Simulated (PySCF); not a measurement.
Species: C6H8OS.
Geometry (PBE0-D3(BJ)/def2-SVP, Å), atoms numbered from 1 in this order:
```
atom  x, y, z in Å
C1    -2.3283    0.8033    0.7767
O2    -2.0099   -0.2601   -0.0712
C3    -0.9874   -1.0822    0.4130
C4     0.3486   -0.3988    0.4861
C5     1.0247    0.2278   -0.5323
C6     2.2488    0.8135   -0.1083
C7     2.4843    0.6265    1.2295
S8     1.2110   -0.2497    1.9728
H9    -1.4744    1.4908    0.9248
H10   -2.6586    0.4477    1.7734
H11   -3.1535    1.3615    0.3135
H12   -0.9288   -1.9302   -0.2872
H13   -1.2455   -1.4965    1.4094
H14    0.6411    0.2688   -1.5532
H15    2.9340    1.3490   -0.7674
H16    3.3425    0.9534    1.8153
```

All values: PBE0/pcSseg-1 and wB97X-D/def2-SVPD (PySCF, non-relativistic), on one gas-phase PBE0-D3(BJ)/def2-SVP geometry that isn't relaxed in the solvent. The solvent is an IEF-PCM continuum (van der Waals radii × 1.2). Only the electrostatic response of the medium enters.

Gas phase at PBE0/pcSseg-1: HOMO -6.82 eV, LUMO -0.56 eV, dipole 0.92 D.

Question: What does the continuum do to the energy, the frontier levels and the dipole at PBE0/pcSseg-1 in benzene and chloroform?

Answer: 
```csv
solvent,ε,E(solvent) − E(gas) (kcal/mol),polarisation term (kcal/mol),distortion of the solute (kcal/mol),HOMO (eV),LUMO (eV),dipole (D)
benzene,2.271,-2.00,-2.08,0.08,-6.80,-0.54,1.02
chloroform,4.711,-3.21,-3.43,0.22,-6.81,-0.55,1.09
```

The first energy column is the sum of the next two and covers electrostatics alone. From benzene to chloroform the lowering changes by a factor 1.61, Onsager's factor (ε − 1)/(2ε + 1) by 1.55 and ε itself by 2.1.

Question: Give the dipole vector in the frame of the coordinates (D, pointing from negative to positive charge), gas and chloroform.

Answer: Gas (0.53, 0.54, 0.53), solvent (0.62, 0.58, 0.67). Its length changes by +18 % and its direction by 4°.

Question: Which Hirshfeld charges (PBE0/pcSseg-1) respond most in benzene (means over atoms taken as equivalent)?

Answer: 
| atoms | environment | gas (e) | solvent (e) | change |
| --- | --- | --- | --- | --- |
| O2 | ether oxygen | -0.144 | -0.151 | -0.007 |
| H16 | aromatic hydrogen | +0.055 | +0.059 | +0.004 |
| S8 | thiophene-type sulfur | +0.102 | +0.099 | -0.003 |
| H15 | aromatic hydrogen | +0.055 | +0.058 | +0.003 |
| H12/H13 | methylene hydrogen | +0.041 | +0.044 | +0.003 |
| C5 | aromatic CH carbon | -0.072 | -0.074 | -0.002 |

Gas phase at wB97X-D/def2-SVPD: HOMO -8.63 eV, LUMO 1.10 eV, dipole 0.92 D.

Question: What does the continuum do to the energy, the frontier levels and the dipole at wB97X-D/def2-SVPD in benzene and chloroform?

Answer: 
| solvent | ε | E(solvent) − E(gas) (kcal/mol) | polarisation term (kcal/mol) | distortion of the solute (kcal/mol) | HOMO (eV) | LUMO (eV) | dipole (D) |
| --- | --- | --- | --- | --- | --- | --- | --- |
| benzene | 2.271 | -1.97 | -2.07 | 0.10 | -8.60 | 1.12 | 1.03 |
| chloroform | 4.711 | -3.18 | -3.45 | 0.27 | -8.61 | 1.11 | 1.11 |

Question: How does the static polarisability (wB97X-D/def2-SVPD, frozen core, with the continuum's full static response) change?

Answer: 
```
    medium  isotropic (au)  principal values (au)  ⟨r²⟩ of the electrons (bohr²)
       gas            91.0      71.2, 94.7, 107.1                         1179.3
   benzene           105.1     81.1, 111.8, 122.3                         1178.9
chloroform           115.0     88.6, 124.4, 132.0                         1178.6
```

The isotropic value in chloroform is 1.26 times the gas-phase one; no cavity-field correction is applied. ⟨r²⟩ is taken about the centre of nuclear charge.

Rough CPU time on one thread of a shared machine: about 50 s. This is the whole shielding run at PBE0/pcSseg-1 in chloroform, SCF included.

wB97X-D is run here without its empirical dispersion term; that term would change no orbital, density or response property at a fixed geometry.
